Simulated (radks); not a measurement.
The numbers below are computed, except where a source is named.
Valence configurations of Re I (all share [Xe]). Code: a radial shooting solver on a logarithmic mesh with Libxc functionals. Model: scalar-relativistic Kohn-Sham, r2SCAN, spin-unpolarised, spherical densities, finite nucleus; meta-GGA in the generalised Kohn-Sham scheme; Fermi nuclear charge, rms radius 5.3698 fm. Energies are relative to 4f14 5d5 6s2; eigenvalues in eV.

valence               E (eV)    e(4f)    e(5d)   e(6p)    e(6s)
4f14 5d5 6s2           0.000  -42.938   -5.446       -   -6.135
4f14 5d4 6s2 6p1       5.281  -47.368   -8.609  -2.361   -7.989
4f13 5d5 6s2 6p1      48.295  -57.199   -9.975  -2.357   -8.187
4f12 5d5 6s2 6p2      110.17  -72.405  -14.835  -3.452  -10.153
4f14 5d6 6s1           0.979  -40.583   -3.999       -   -5.248
4f14 5d5 6s1 6p1       5.038  -44.669   -7.001  -2.035   -7.106
4f13.5 5d5 6s2 6p0.5  22.522  -49.940   -7.664  -1.763   -7.171
4f14 5d4.5 6s2 6p0.5   2.403  -45.143   -7.045  -1.777   -7.093
4f14 5d3 6s2 6p2      12.548  -51.917  -11.696  -3.396   -9.652
4f13.5 5d5.5 6s2      19.815  -47.656   -5.987       -   -6.179

NIST lists [Xe] 4f14 5d5 6s2 as the ground configuration; this level of theory agrees among the configurations tried. The energies are those of spherical spin-averaged densities, not of single terms.
